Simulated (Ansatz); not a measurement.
Cd₄Te₄H₁₄. The state is a singlet with charge 0. Geometry PBE-D4/def2-SVP, loosely relaxed.

```xyz
22

Cd    0.3214   -1.6974   -2.7272
Te   -2.8290   -0.6640   -0.3750
Cd    3.4499   -0.2478    1.6934
Te    0.5526   -1.8204    0.3067
Te   -0.0987    0.2521    3.2310
Cd   -1.4800    1.8436    1.0071
Cd    2.2680    0.1280   -1.2504
Te    0.7772    2.5000   -0.5722
H    -0.7965   -2.7269   -3.4662
H    -1.8908    0.5049   -3.5205
H    -3.1174   -1.3740    1.1186
H    -4.3221    0.1356   -0.2748
H     4.4518   -1.5940    1.8959
H     2.4672    1.1597    1.8769
H     1.3506   -3.2978    0.1948
H    -1.5680   -0.5230    3.5809
H    -0.5413    1.4359    4.3731
H    -2.8351    2.6987    1.6114
H     1.5969   -0.4049   -2.9725
H     3.9021    0.0337   -0.6712
H    -1.5025    1.0122   -3.0906
H    -0.1562    2.6457   -1.9691
```

In the def2 sets Cd, Te take a core potential; there is no spin–orbit coupling. Single mean-field runs in def2-TZVP are fitted with def2-universal-jkfit. The geometry of the charge 0 singlet is only loosely relaxed. In the singlet geometry the species has come apart into loosely held pieces. In the singlet, H10 and H21 lie 0.77 Å apart (atoms count from 1), so H2 has formed as a molecule.

Task: Estimate the orbital energies around the gap (eV) in Ansatz with PBE-D4/def2-SVP, PBE-D4/def2-TZVP, r2SCAN-D4/def2-TZVP, PBE0-D4/def2-SVP, PBE0-D4/def2-TZVP.

Result: 
| orbital | PBE-D4/def2-SVP | PBE-D4/def2-TZVP | r2SCAN-D4/def2-TZVP | PBE0-D4/def2-SVP | PBE0-D4/def2-TZVP |
| --- | --- | --- | --- | --- | --- |
| HOMO−9 | -8.27 | -8.30 | -8.57 | -9.46 | -9.46 |
| HOMO−8 | -7.51 | -7.54 | -7.79 | -8.63 | -8.64 |
| HOMO−7 | -6.63 | -6.65 | -6.91 | -7.68 | -7.69 |
| HOMO−6 | -6.52 | -6.54 | -6.83 | -7.61 | -7.60 |
| HOMO−5 | -6.39 | -6.43 | -6.69 | -7.45 | -7.46 |
| HOMO−4 | -6.26 | -6.29 | -6.54 | -7.31 | -7.32 |
| HOMO−3 | -6.22 | -6.26 | -6.51 | -7.28 | -7.28 |
| HOMO−2 | -5.97 | -5.98 | -6.22 | -6.95 | -6.94 |
| HOMO−1 | -5.91 | -5.94 | -6.18 | -6.91 | -6.91 |
| HOMO | -5.71 | -5.73 | -5.96 | -6.67 | -6.66 |
| LUMO | -2.42 | -2.46 | -2.32 | -1.68 | -1.70 |
| LUMO+1 | -2.19 | -2.25 | -2.11 | -1.46 | -1.49 |
| LUMO+2 | -2.00 | -2.05 | -1.85 | -1.29 | -1.32 |
| LUMO+3 | -1.95 | -2.03 | -1.84 | -1.22 | -1.29 |
| LUMO+4 | -1.64 | -1.72 | -1.49 | -0.92 | -0.97 |
| LUMO+5 | -1.49 | -1.58 | -1.29 | -0.73 | -0.79 |
